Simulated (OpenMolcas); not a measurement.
# Co7+: CASPT2 settings compared

```json
{
 "Program": "OpenMolcas",
 "Basis": "ANO-L-VQZP [7s6p4d3f2g]",
 "Scalar Hamiltonian": "non-relativistic, point nucleus",
 "Active space": "2 electrons in 5 orbitals (3d)",
 "State averaging": "2S+1 = 3 even, 10 roots; 2S+1 = 1 even, 14 roots kept (CI in the orbitals of an earlier block)",
 "Spin-orbit coupling": "RASSI with atomic mean-field integrals over the reference wave functions, term energies averaged over their components"
}
```

Methods on the same reference wave functions:
A. CASSCF
B. SS-CASPT2, IPEA 0.2 Eh, sigma1 regulariser 0.05 Eh (closed shells correlated: 2s 2p 3s 3p)
C. SS-CASPT2, IPEA 0.1 Eh, sigma2 regulariser 0.5 Eh (closed shells correlated: none)
D. SS-CASPT2, IPEA 0.2 Eh, sigma1 regulariser 0.15 Eh (closed shells correlated: 2s 2p 3s 3p)

Energies in cm⁻¹ above 3d² ³F₂, the measured ground level; measured values from Sugar and Corliss, J. Phys. Chem. Ref. Data 10, 1097 (1981).

```tsv
Level	A	B	C	D	Measured
3d² ³F₂	0.0	0.0	0.0	0.0	0.0
3d² ³F₃	1438	1454	1445	1454	1430
3d² ³F₄	3220	3230	3230	3230	3144
3d² ¹D₂	23492	19630	21670	19630	19624
3d² ³P₀	26954	23060	25500	23060	22304
3d² ³P₁	27406	23510	25950	23510	22839
3d² ³P₂	28665	24770	27190	24770	24055
3d² ¹G₄	35908	33410	34790	33410	32360
```

Deviations, from unrounded energies. A percentage is the sum of absolute deviations over the sum of measured energies, with the sign that they share, or ± where signs differ.

```tsv
Against measurement	Levels	A	B	C	D
mean absolute deviation (cm-1)	7	3000	470	2000	470
fine structure of the ground term (%)	2	+1.8	+2.5	+2.1	+2.5
other terms of the ground configuration (%)	5	+17.5	+2.6	+11.5	+2.6
```

B, D lie about equally close to measurement and A furthest from it. The largest miss of B in the table is 3d² ¹G₄, by +1000 cm-1. The ranking rests on the paired levels alone, and a cruder setting can come out closer through cancelling errors.

Among B to D the level of the table that moves most is 3d² ³P₀, by 2400 cm-1 (lowest in B, highest in C). Moves below CASPT2's spread within the term are not significant.

The two smallest mean deviations differ by little beside CASPT2's spread within terms, so their order carries little weight.

From A to B the spin-free energies of the other terms of 3d² shown, above ³F, scale by factors of 0.82 to 0.93, as is usual when dynamic correlation screens the repulsion within a d or f shell.

The lowest spin-free term lies below A's lowest term by 0.371 hartree in B, 0.006 hartree in C, 0.371 hartree in D.

CASPT2 breaks the degeneracy within a term, and the mean is taken; among the terms shown or strongly mixed into the levels shown the widest spread is 880 cm-1 (3d² ³F, D). Terms from blocks run as CI alone lack orbitals of their own. Without dynamic correlation excited terms often stand tens of per cent too high (terms of higher spin than the ground term too low), and those without a measured partner can miss by more than the paired ones (holds for A). Measured partners are found by configuration, term and J. A level has none where our copy of the source lacks it or the pairing is in doubt (some pairs that miss far off the trend of their configuration count as doubtful), and it then counts in no deviation. Levels of configurations outside the active space are missing.
